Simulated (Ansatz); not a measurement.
Isolated molecules relaxed with PBE0-D4/def2-TZVP in Ansatz; ΔE leaves out vibrations. CBS: MP2 limit from def2 TZ/QZ plus the TZ coupled-cluster correction, frozen cores. DFT in def2-TZVPP. B3LYP here is the variant with VWN-RPA as its local correlation; programs differ in this. HSE06 is defined as in plane-wave codes. For Ga, Se outer-core shells are correlated without core-valence functions, which leaves a few kJ/mol of doubt a bond. Scalar relativity is left out up to krypton. One conformer a species, not always the lowest.

`C[Si](C)(C)[CH2][Ga]([F])[F]` + H₂Se → `[F][Ga]([F])[SeH]` + `C[Si](C)(C)C`  (ligand exchange at a Ga–C bond)

```csv
level,ΔE (kJ/mol),difference from CCSD(T)/CBS
LDA (SPW92),-70.4,2.0
PBE-D4,-75.6,-3.2
revPBE-D4,-74.6,-2.2
BLYP-D4,-74.3,-1.9
r2SCAN-D4,-80.0,-7.6
B97M-V,-80.0,-7.6
PBE0-D4,-77.9,-5.5
B3LYP-D4,-76.6,-4.2
r2SCANh-D4,-80.5,-8.1
r2SCAN0-D4,-81.3,-8.9
HSE06-D4,-78.3,-5.9
CAM-B3LYP-D4,-75.1,-2.7
ωB97M-V,-75.4,-3.0
B2PLYP,-82.6,-10.2
PBE-QIDH,-81.3,-8.9
PBE,-81.6,-9.2
revPBE,-85.6,-13.2
BLYP,-85.7,-13.3
r2SCAN,-82.1,-9.7
B3LYP,-86.1,-13.7
r2SCANh,-82.8,-10.4
r2SCAN0,-83.9,-11.5
HSE06,-83.8,-11.4
BHLYP,-88.3,-15.9
CAM-B3LYP,-81.2,-8.8
LC-ωPBE,-77.6,-5.2
RPA@PBE/def2-TZVPP,-70.5,1.9
HF/def2-SVP,-91.9,-19.5
MP2/def2-SVP,-77.1,-4.7
CCSD(T)/def2-SVP,-75.7,-3.3
MP2/def2-TZVPP,-75.3,-2.9
SCS-MP2/def2-TZVPP,-77.4,-5.0
CCSD/def2-TZVPP,-76.4,-4.0
CCSD(T)/def2-TZVPP,-74.3,-1.9
HF/def2-QZVPP,-96.7,-24.3
MP2/def2-QZVPP,-74.3,-1.9
SCS-MP2/def2-QZVPP,-76.7,-4.3
HF/CBS(def2),-96.8,-24.4
MP2/CBS(def2),-73.4,-1.0
CCSD/CBS(def2),-74.5,-2.1
CCSD(T)/CBS,-72.4,0
```

Largest T1 diagnostic among the species: 0.013.

In def2-TZVPP, CCSD(T) changes the Hartree–Fock value by +22.3 kJ/mol (the triples alone add +2.1 kJ/mol) and MP2 by +21.3 kJ/mol. Leaving LDA and LC-ωPBE aside and taking each functional with its dispersion term where it has one, the values spread over 8.3 kJ/mol, from B2PLYP to BLYP-D4. LDA lies +11.2 kJ/mol from PBE without D4.

CCSD(T)/CBS has its own doubt, a few kJ/mol and more with outer-core shells, so smaller differences from it don't rank the levels.
